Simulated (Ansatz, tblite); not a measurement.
Forces on the cluster Zr2P2 at its PBE-D4/def2-SVP geometry. Total charge 0; singlet.

In the def2 sets Zr takes a core potential; there is no spin–orbit coupling. The xTB rows come from tblite. The restricted singlet is unstable towards broken spin symmetry in Hartree–Fock (as tested in another run); at PBE-D4/def2-TZVP this wasn't settled. No other spin state of charge 0 was run. Another isomer (triplet) lies 0.70 eV lower at PBE0-D4/def2-TZVP; other spin states weren't run for this one.

GFN1-xTB (tblite), largest force 7.65 eV/Å:

```xyz
4
positions Å, forces eV/Å
Zr   -0.262   -1.286   -0.886   -4.516   -5.804   -2.120
Zr    1.419    0.642   -0.283    5.251    5.396    1.379
P    -0.113   -0.343    1.412   -0.246    0.031    0.586
P    -1.044    0.987   -0.243   -0.489    0.377    0.156
```

GFN2-xTB (tblite), largest force 8.18 eV/Å:

```
Zr -3.902 -6.517 -3.039
Zr 6.300 5.183 0.617
P -0.450 -0.402 2.540
P -1.948 1.735 -0.119
```

PBE-D4/def2-TZVP (Ansatz), largest force 0.23 eV/Å:

```
Zr -0.015 0.048 0.047
Zr -0.061 -0.006 0.030
P -0.052 0.108 -0.199
P 0.128 -0.150 0.122
```
